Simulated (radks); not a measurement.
Se X, configuration [Ar] 3d7. Calculated with a radial shooting solver on a logarithmic mesh with Libxc functionals: scalar-relativistic Kohn-Sham, LDA (Slater exchange, VWN5 correlation), spin-polarised, spherical densities, finite nucleus; open shells are filled with parallel spins first; Fermi nuclear charge, rms radius 4.14 fm.

Radial electron density D(r) = 4 pi r^2 rho(r):

r (bohr)  D(r) (e/bohr)   spin D(r)
0.002935          2.807   -0.000123
0.003283          3.406   -0.000149
0.003672          4.121   -0.000180
0.00414           5.037   -0.000220
0.00463           6.053   -0.000264
0.005179          7.244   -0.000316
0.005793          8.632   -0.000376
0.006531          10.36   -0.000451
0.007306          12.21   -0.000531
0.008171          14.31   -0.000620
0.009213          16.82   -0.000728
0.01031           19.41   -0.000838
0.01153           22.20   -0.000956
0.01289           25.15    -0.00108
0.01454           28.42    -0.00122
0.01626           31.45    -0.00134
0.01819           34.35    -0.00145
0.0205            37.16    -0.00156
0.02293           39.34    -0.00162
0.02565           40.94    -0.00163
0.02869           41.85    -0.00157
0.03235           41.97    -0.00135
0.03618           41.31   -0.000907
0.04047           40.02  -0.0000554
0.04563           38.19     0.00167
0.05104           36.45     0.00464
0.05709           35.07     0.00989
0.06386           34.48      0.0190
0.072             35.07      0.0360
0.08053           36.89      0.0627
0.09007           39.77       0.106
0.1016            43.50       0.180
0.1136            46.79       0.286
0.1271            49.04       0.443
0.1421            49.49       0.666
0.1602            47.51       0.997
0.1792            43.51        1.41
0.2005            38.15        1.92
0.226             32.18        2.58
0.2528            27.73        3.27
0.2828            25.30        3.98
0.3163            25.12        4.66
0.3566            26.82        5.23
0.3989            28.93        5.54
0.4461            30.24        5.57
0.503             29.64        5.25
0.5626            26.91        4.68
0.6293            22.49        3.90
0.7039            17.23        3.04
0.7936            11.69        2.14
0.8877            7.368        1.42
0.9929            4.190       0.860
1.119             2.027       0.449
1.252            0.9104       0.217
1.401            0.3598      0.0923
1.567            0.1237      0.0339
1.766           0.03325     0.00967
1.976          0.008170     0.00247

D(r) has 3 maxima, at r = 0.0311, 0.138, 0.461 bohr, and minima at 0.0644, 0.301 bohr, inside which lie 2.07, 10.99 electrons.
